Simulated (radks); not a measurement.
Values are calculated unless marked as measured or tabulated.
Ionisation of Mg, [Ne] 3s2, to Mg+, [Ne] 3s1, under several functionals. Scalar-relativistic Kohn-Sham, spin-polarised, spherical densities, finite nucleus; open shells are filled with parallel spins first; a radial shooting solver on a logarithmic mesh with Libxc functionals.

functional,E(Mg) (hartree),Exc (hartree),IE (eV),-e(HOMO) (eV),<r> HOMO (bohr),IE error (eV)
PBE,-200.27974,-16.33692,7.623,4.705,3.150,-0.023
AM05,-199.55658,-15.58391,7.485,4.645,3.158,-0.161
XLYP,-200.50684,-16.57194,7.711,4.596,3.139,+0.065
BLYP,-200.41782,-16.47966,7.640,4.572,3.136,-0.006
r2SCAN,-200.37071,-16.44160,7.380,4.818,3.177,-0.267
revPBE,-200.36031,-16.42134,7.575,4.682,3.165,-0.071
"LDA (Slater exchange, VWN5 correlation)",-199.46027,-15.48283,7.733,4.781,3.131,+0.086
exchange-only r2SCAN,-199.95825,-16.01748,6.538,4.280,3.247,-1.108
"LDA (Slater exchange, Perdew-Wang correlation)",-199.45615,-15.47850,7.737,4.782,3.132,+0.091
exchange-only PBE,-199.87169,-15.91253,6.900,4.068,3.210,-0.746
HCTH/407,-200.41109,-16.49496,8.114,4.746,3.193,+0.468

NIST Atomic Spectra Database: 7.646 eV (measured). Closest: BLYP. The Delta-SCF values span 1.58 eV, the total energies 1.05 hartree. The highest occupied level is 3s.
